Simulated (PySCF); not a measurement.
**How methods differ on the ionisation energy of Gd⁴⁰⁺**

Gd⁴⁰⁺ [Ar] 3d6 (5D) → Gd⁴¹⁺ [Ar] 3d5 (6S), as a difference of total energies. All numbers are calculated (PySCF 2.14, the non-relativistic Hamiltonian (point nucleus), in an uncontracted even-tempered set (16 s from 7.7 bohr⁻², ratio 2.5; 11 p from 10 bohr⁻², ratio 2.5; 8 d from 10 bohr⁻², ratio 2.5; 4 f from 39 bohr⁻², ratio 2.7; 3 g from 59 bohr⁻², ratio 2.7)). Correlated levels: outer shells: [Ne] frozen; virtual orbitals above 40 to 60 times the deepest correlated orbital energy dropped. The calculations carry no spin-orbit coupling.

```tsv
method	ionisation energy (eV)
UHF	3047.5
LDA	3049.7
PBE	3050.7
PBE0	3050.4
r2SCAN	3050.9
TPSS	3050.2
revPBE	3050.6
MP2 (outer shells)	3048.7
SCS-MP2 (outer shells)	3049.0
```

Spin-orbit coupling is strong in these open shells (close to jj coupling). The scalar numbers leave it out and a first-order estimate fails, so it can dominate the gap to the real levels.

All relativistic terms are absent from these numbers, so their closeness to the reference says little about the methods.

For comparison: 3050 ± 4 eV (theoretical estimate listed by NIST; NIST Atomic Spectra Database, ionization energies).
